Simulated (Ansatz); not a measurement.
Correlation energies of C$_{2}$H$_{10}$AlBSi (`B[SiH2][CH2][AlH][CH3]`) by basis set

```xyz
15

B     0.534   -1.779    0.466
Si   -1.228   -0.862    0.794
C    -1.557    0.367   -0.582
Al   -0.060    1.616   -0.620
C     1.724    0.882   -0.281
H     0.752   -2.250   -0.616
H     1.363   -1.957    1.309
H    -1.254   -0.139    2.102
H    -2.268   -1.936    0.886
H    -2.529    0.857   -0.483
H    -1.557   -0.193   -1.527
H    -0.245    3.179   -0.845
H     1.809   -0.206   -0.426
H     2.485    1.331   -0.927
H     2.031    1.091    0.750
```

The species carries charge 0 and has multiplicity 1. The geometry is a stationary point of PBE0-D4/def2-TZVP. It is one conformer, not always the lowest. Frozen core, restricted reference, Ansatz 0.2.0. CBS rows extrapolate triple and quadruple zeta; past MP2 they add the triple-zeta difference.

```
     basis     HF (Eh)  MP2 corr.
def2-TZVPP  -637.11623   -0.66700
def2-QZVPP  -637.13738   -0.71039
```

**Question.** Estimate the CCSD correlation energy and the (T) correction in each basis where they were run (hartree).

**Answer.** 
```
     basis  CCSD corr.       (T)
def2-TZVPP    -0.73880  -0.02775
 CBS(def2)    -0.81434     as TZ
```
